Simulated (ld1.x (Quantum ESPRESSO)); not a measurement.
# strontium (Sr), RRKJ: configuration errors across variants

```json
{
  "Element": "Sr (Z = 38)",
  "Generator": "ld1.x (Quantum ESPRESSO) 7.5",
  "Type": "norm-conserving RRKJ (Kleinman–Bylander form)",
  "Functional": "PBE",
  "Relativity": "scalar-relativistic",
  "Frozen core": "[Ar] 3d10",
  "Valence charge": "10",
  "Reference configuration": "4s2 4p6 4d0 5s0 5p0 (charge +2)",
  "Partial waves": "4p (bound): rc 1.90 bohr; 4d (bound, empty): rc 1.90 bohr; 4s (bound): rc 2.25 bohr",
  "Local potential": "the s channel",
  "Core correction": "none",
  "rho0": "0.005"
}
```

All-electron excitation energies from the reference (eV): (1) 4s2 4p6 4d0 5s2 5p0 -16.892; (2) 4s2 4p6 4d0 5s1 5p0 -11.007; (3) 4s2 4p6 4d0 5s1.5 5p0 -14.553; (4) 4s2 4p6 4d0.5 5s1.5 5p0 -15.746; (5) 4s2 4p6 4d0 5s0 5p2 -12.185; (6) 4s2 4p5 4d0 5s2 5p0 11.417; (7) 4s1 4p6 4d0 5s2 5p0 30.130.

Tests that are not counted but printed errors over 1 eV. “all radii scaled by about 1.33 (s 2.98, p 2.52, d 2.52 bohr)”: 4s2 4p6 4d0.5 5s1.5 5p0 (pseudo-atom not self-consistent, printed error -785 eV).

A true bound ghost makes a file unfit for plane-wave use even where its test errors are small: the radial tests pick states by their node count and pass the ghost by. Where a test does run into it, the solver fails or the error is huge.

Errors AE − PS in meV (a dash: test not solved or not reliable):

| change | (1) | (2) | (3) | (4) | (5) | (6) | (7) | bound ghosts |
| --- | --- | --- | --- | --- | --- | --- | --- | --- |
| base | +1308 | +959 | +1188 | +941 | +272 | +2830 | +2978 | d |
| all radii scaled by about 0.84 (s 1.90, p 1.60, d 1.60 bohr) | +498 | +366 | +453 | +350 | +112 | +1164 | +1198 | d |
| all radii scaled by about 0.94 (s 2.10, p 1.78, d 1.78 bohr) | +895 | +659 | +814 | +637 | +188 | +2007 | +2102 | d |
| all radii scaled by about 1.08 (s 2.44, p 2.06, d 2.06 bohr) | +1804 | +1313 | +1634 | +1310 | +386 | +3748 | +3946 | d |
| all radii scaled by about 1.16 (s 2.60, p 2.20, d 2.20 bohr) | +2340 | +1685 | +2110 | +1715 | +521 | +4666 | +4899 | d |
| all radii scaled by about 1.23 (s 2.78, p 2.34, d 2.34 bohr) | +2690 | +1922 | +2417 | +1981 | +618 | +5226 | +5473 | d |
| all radii scaled by about 1.33 (s 2.98, p 2.52, d 2.52 bohr) | +3148 | +2221 | +2814 | – | +738 | +5913 | +6164 | d |
| all radii scaled by about 1.38 (s 3.10, p 2.62, d 2.62 bohr) | +3372 | +2363 | +3004 | +2501 | +788 | +6227 | +6473 | d |

Give the same row for: all radii scaled by about 0.78 (s 1.76, p 1.48, d 1.48 bohr).

+304, +223, +276, +212, –, +724, +743; bound ghosts: d. Not counted: 4s2 4p6 4d0 5s0 5p2 (solver errors, printed error -7.6 eV).
